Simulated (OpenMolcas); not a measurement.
Ag3+ among 2 point charges of -1.5 e arranged as a linear pair (D∞h), 2.22 Å from the ion.
```
   0.0000    0.0000    2.2200  -1.50
   0.0000    0.0000   -2.2200  -1.50
```

```yaml
Program: OpenMolcas 26.06
Method: CASSCF
Basis: ANO-RCC-VDZP [6s5p3d1f]
Scalar_Hamiltonian: DKH2, point nucleus
Active_space: 8 electrons in 5 orbitals (4d)
State_averaging: 2S+1 = 3 even, 10 roots; 2S+1 = 1 even, 15 roots
Spin-orbit_coupling: RASSI with atomic mean-field integrals over the reference wave functions
```

Question: What is the spin-free ground state (labels by Λ)?

Answer: 3Π, 2-fold in its orbital part, 91 % from free-ion F terms; it has the highest spin that d8 allows.

Question: Where is the first state of the same spin?

Answer: 3Σ at 566 cm-1 above the ground state.

Question: What are the lowest two levels with spin-orbit coupling?

Answer: A 1-fold level, then a 2-fold level 125.5 cm-1 above it. Their leading multiplicities are 3 (98 %) and 3 (99 %).

Question: What is χT at 300 K, and how does it compare with the textbook value?

Answer: The lowest level has 2S+1 = 3, for which the spin-only value is χT = S(S+1) / 2 = 1.000 cm3 K/mol (g = 2). The computed 3.367 at 300 K differs by +2.367, through orbital momentum, spin-orbit coupling and any other state in reach.

Spin-orbit coupling mixes the spin-free states strongly: the lowest level takes only 49 % from its leading state, 3Π. Without dynamic correlation the repulsion within the d shell is too large (B by tens of per cent), so at a given field states of lower spin stand too high. Real 4d8 and 5d8 ions are as a rule square planar and diamagnetic. This is an electrostatic model: the charges have no orbitals. No measured value stands beside these numbers.
